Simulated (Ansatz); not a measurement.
C4H10Si can be A, `[SiH3]C1CCC1`, or B, `C[SiH]1CCC1`.

Gas-phase electronic energies from Ansatz, PBE0-D4/def2-TZVP geometries. CBS: MP2 limit from def2 TZ/QZ plus the TZ coupled-cluster correction, frozen cores. Functionals use def2-TZVPP. B3LYP here is the variant with VWN-RPA as its local correlation; programs differ in this.

Problem. Which is lower in electronic energy at CCSD(T)/CBS, and by how much? (An estimate is asked.)

Solution. Computed: B, by 21.3 kcal/mol.

Problem. Give E(B) − E(A) in kcal/mol with ωB97M-V, HF/def2-TZVPP, CCSD/def2-TZVPP, B3LYP, CCSD(T)/def2-TZVPP, B2PLYP, r2SCAN-D4. (Estimate.)

Solution. The calculation gave: ωB97M-V -21.9, HF/def2-TZVPP -18.9, CCSD/def2-TZVPP -20.2, B3LYP -21.8, CCSD(T)/def2-TZVPP -20.4, B2PLYP -21.7, r2SCAN-D4 -23.3. None reverses the order clearly.

Largest T1 diagnostic: 0.010.

In def2-TZVPP, CCSD(T) changes the Hartree–Fock value by −1.5 kcal/mol (the triples alone add −0.2 kcal/mol) and MP2 by −2.5 kcal/mol.
